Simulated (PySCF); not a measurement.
# Spin states and ions at one geometry of [HfO(H2O)3]2+

PySCF 2.14.0, RKS r2SCAN, Hf def2-SVP with ECP60, O def2-SVP, H def2-SVP; non-relativistic Hamiltonian with scalar-relativistic core potentials where named; density fitting; no spin-orbit coupling; singlets restricted, open shells unrestricted. The geometry is relaxed for charge +2, singlet, vacuum:

```xyz
11

Hf    0.1624    0.0000    0.0000
O     1.8862    0.0000    0.0000
O    -0.0128    2.2397    0.0000
H     0.1530    2.8204    0.7716
H     0.1530    2.8204   -0.7716
O    -2.2942    0.0000    0.0000
H    -2.9014    0.0000    0.7644
H    -2.9014    0.0000   -0.7644
O    -0.0128   -2.2397    0.0000
H     0.1530   -2.8204    0.7716
H     0.1530   -2.8204   -0.7716
```

Energies count from the relaxed state; an electron taken off or put on is at rest in vacuum. Charges and spins are Mulliken's.

```csv
state,energy (eV),spin squared,charge on Hf1 (e),spin on Hf1 (e),dipole about the centre of mass (D)
"charge +2, singlet, vacuum",0.00,0.00,1.45,0.00,7.12
"charge +2, triplet, vacuum",2.79,2.00,1.22,1.12,4.84
"charge +1, doublet, vacuum",-10.95,0.75,0.71,1.05,7.84
```

What does the state charge +3, doublet, vacuum give?

energy (eV) 20.19, spin squared 0.76, charge on Hf1 (e) 1.76, spin on Hf1 (e) -0.09, dipole about the centre of mass (D) 6.40.

With an electron taken off (doublet) the charges change, summed by element, by Hf +0.32 e, O +0.43 e, H +0.25 e. The vertical ionisation energy is 20.19 eV, against −ε(HOMO) = 16.75 eV of the relaxed state. The level lies 3.4 eV too high, as is usual for semilocal functionals and global hybrids, which keep a self-interaction error.

With an electron put on (doublet) the charges change, summed by element, by Hf -0.74 e, O -0.04 e, H -0.22 e. The vertical electron affinity is 10.95 eV, against −ε(LUMO) = 13.28 eV of the relaxed state.

Open shells may have lower solutions than those found. Hard to converge, so the more doubtful: charge +3, doublet, vacuum.

No frequency check is given that shows the relaxed geometry to be a minimum.
